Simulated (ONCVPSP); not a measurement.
# Os: one change to an ONCV potential, before and after

- Element: osmium
- Generator: ONCVPSP 4.0.1
- Type: optimised norm-conserving Vanderbilt (ONCV)
- Functional: BLYP
- Relativity: scalar-relativistic
- Frozen core: [Kr] 4d10 4f14 5s2
- Valence charge: 14
- Reference configuration: 5p6 5d7 6s1
- Partial waves: 6s: rc 2.45 bohr, ncon 4, nbas 7, qcut 2.3 1/bohr, 2 projectors, debl 3.1 Ha; 5p: rc 1.35 bohr, ncon 5, nbas 8, qcut 6.2 1/bohr, 2 projectors, debl 1.5 Ha; 5d: rc 2.10 bohr, ncon 3, nbas 8, qcut 6.6 1/bohr, 3 projectors, debl 2.4 Ha; f scattering state at 0.21 Ha: rc 1.90 bohr, ncon 4, nbas 8, qcut 6.8 1/bohr, 2 projectors, debl 2 Ha
- Local potential: polynomial inside 1.00 bohr (lpopt 5, dvloc0 0 Ha)
- Core correction: Teter function, fcfact 2.5, rcfact 1.05

In the p channel the program set the typed energies aside and used -1.783, 0.250 Ha.

All-electron outer shells of the reference configuration (BLYP, scalar-relativistic, ld1.x):

```
shell  level (eV)  outermost node (bohr)  outermost maximum (bohr)
   4f      -49.40                      –                      0.40
   5p      -48.52                   0.55                      1.03
   6s       -5.40                   1.21                      2.54
   5d       -4.60                   0.60                      1.38
```

Change: core correction Teter function, fcfact 6.1, rcfact 1.05.

Cutoffs: the cutoffs (Ha) at which the residual kinetic energy of the hardest occupied pseudo-wave falls to 1 and 0.1 mHa per electron; they do not see the model core or the augmentation charge, which bear on the density cutoff. Errors are all-electron minus pseudo energies relative to the spin-unpolarised reference configuration.

**Question.** Predict the effect on cutoff, ghosts and configuration errors.

**Answer.** The potential gets neither clearly harder nor softer (93 Ha and 109 Ha → 93 Ha and 109 Ha); both files keep a bound ghost (s); the errors of the 4 common tests hardly move. A model core, the more so a compact one, raises the density cutoff, which this test does not measure.

| quantity | base | changed |
| --- | --- | --- |
| cutoff, loose | 93 Ha | 93 Ha |
| cutoff, tight | 109 Ha | 109 Ha |
| bound ghosts | s | s |
| GHOST(+) flags under 300 eV | s at 74.4 eV | s at 74.4 eV |
| error for 5p6 5d6 6s2, meV [ΔE -0.39 eV] | -12 | -12 |
| error for 5p6 5d6 6s1, meV [ΔE 9.14 eV] | +0.2 | +0.1 |
| error for 5p6 5d6 6s0, meV [ΔE 26.13 eV] | +5.0 | +4.8 |
| error for 5p6 5d6 6s1 6p1, meV [ΔE 4.64 eV] | +3.3 | +3.1 |
| s: phases at 2.49 bohr within 0.05 rad from the reference energy up to (Ha; the scan ends near 5) | 2.7 | 2.7 |
| p: phases at 1.37 bohr within 0.05 rad from the reference energy up to (Ha; the scan ends near 5) | to the end of the scan | to the end of the scan |
| d: phases at 2.13 bohr within 0.05 rad from the reference energy up to (Ha; the scan ends near 5) | to the end of the scan | to the end of the scan |
| f: phases at 1.92 bohr within 0.05 rad from the reference energy up to (Ha; the scan ends near 5) | 4.2 | 4.2 |
| rms error of d²Exc/dni dnj with the model core, mHa | 3.66 | 2.88 |

 A true bound ghost makes a file unfit for plane-wave use even where its test errors are small: the radial tests pick states by their node count and pass the ghost by.
